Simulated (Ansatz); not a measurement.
Basis sets compared for B(SiH3)3 (Si₃BH₉). The state is a singlet with charge 0. Geometry r2SCAN-D4/def2-SVP. Ansatz on 2 threads of AMD EPYC 7R13 on a shared host; times are rough, and most runs start from earlier orbitals.

```xyz
13

B    -0.006    0.008   -0.004
Si    1.414    0.354   -1.383
H     1.138   -0.168   -2.758
H     2.695   -0.259   -0.897
H     1.642    1.834   -1.479
Si   -1.636   -1.063   -0.484
H    -2.250   -0.528   -1.743
H    -2.702   -1.145    0.563
H    -1.167   -2.459   -0.780
Si    0.216    0.719    1.861
H     1.501    1.431    2.146
H     0.070   -0.401    2.849
H    -0.914    1.677    2.110
```

Binding counts from free atoms (B doublet, Si triplet, H doublet) in the same basis, without a counterpoise term.

```csv
level,functions,energy (Eh),HOMO (eV),LUMO (eV),binding per atom (eV),wall time
HF/STO-3G,41,-886.3832,-8.51,5.65,3.43,0.2 s
HF/6-31G,66,-896.4705,-10.74,0.60,2.05,0.51 s
HF/def2-TZVP,196,-896.7055,-10.78,0.35,2.35,1.9 s
PBE-D4/def2-SVP,113,-897.8722,-6.87,-4.07,2.99,1.4 s
PBE-D4/def2-TZVP,196,-898.2054,-6.88,-4.13,2.99,2.4 s
r2SCAN-D4/def2-TZVP,196,-898.6077,-7.14,-3.94,3.03,4.2 s
PBE0-D4/def2-SVP,113,-897.9780,-8.08,-3.25,2.99,1.5 s
PBE0-D4/def2-TZVP (with forces),196,-898.3072,-8.04,-3.25,3.00,5.5 s
```

Question: Estimate the rows for PBE-D4/def2-TZVPD, r2SCAN-D4/def2-TZVPD, PBE0-D4/def2-TZVPD.

Answer: 
```json
{"level": "PBE-D4/def2-TZVPD", "functions": "247", "energy (Eh)": "-898.2061", "HOMO (eV)": "-6.89", "LUMO (eV)": "-4.14", "binding per atom (eV)": "2.99", "wall time": "3.8 s"}
{"level": "r2SCAN-D4/def2-TZVPD", "functions": "247", "energy (Eh)": "-898.6083", "HOMO (eV)": "-7.14", "LUMO (eV)": "-3.94", "binding per atom (eV)": "3.03", "wall time": "6.5 s"}
{"level": "PBE0-D4/def2-TZVPD", "functions": "247", "energy (Eh)": "-898.3077", "HOMO (eV)": "-8.04", "LUMO (eV)": "-3.25", "binding per atom (eV)": "3.00", "wall time": "4.4 s"}
```
